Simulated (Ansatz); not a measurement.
Cl4Ti, singlet, at a GFN2-xTB geometry (such geometries of metal compounds can be far from the true shape). Base run: Ansatz (an electronic-structure program) with PBE0/def2-SV(P).

The Ansatz input:
Ansatz 0.2 input:
```yaml
crystal:
  periodic: [false, false, false]
  atoms:
    - {symbol: Ti, position_ang: [-0.00000000, -0.00000000, -0.00000000]}
    - {symbol: Cl, position_ang: [1.68598647, -0.53254751, -1.15362652]}
    - {symbol: Cl, position_ang: [0.61270013, 0.47649048, 1.96330506]}
    - {symbol: Cl, position_ang: [-0.94593491, 1.67582411, -0.86823504]}
    - {symbol: Cl, position_ang: [-1.35275169, -1.61976707, 0.05855650]}
basis:
  gaussian:
    orbitals: def2-SV_P_.json
hamiltonian:
  xc: pbe0
```
The basis file holds def2-SV(P) in the JSON format of the Basis Set Exchange.

The base run was repeated with changes; each row names its change, and settings that it needs were set with it.

```csv
change,basis functions,E (Eh),core-seconds (rough)
base,96,-2689.02760,5
basis = pcseg-0,76,-2685.81337,2
basis = 3-21G,81,-2676.78309,3
basis = 6-31G,81,-2689.53698,5
basis = pcseg-1,103,-2689.53327,7
basis = 6-31G**,112,-2689.59258,5
basis = 6-31G*,112,-2689.59258,6
basis = def2-SVPD,142,-2689.06750,7
basis = aug-cc-pVDZ,167,-2689.77821,10
basis = pcseg-2,192,-2689.83091,9
basis = def2-TZVP,193,-2689.78617,7
basis = cc-pV(T+d)Z,224,-2689.83546,10
basis = aug-cc-pVTZ,293,-2689.83550,20
```

Totals compare only among sets that treat the same electrons; sets with core potentials leave the core out.
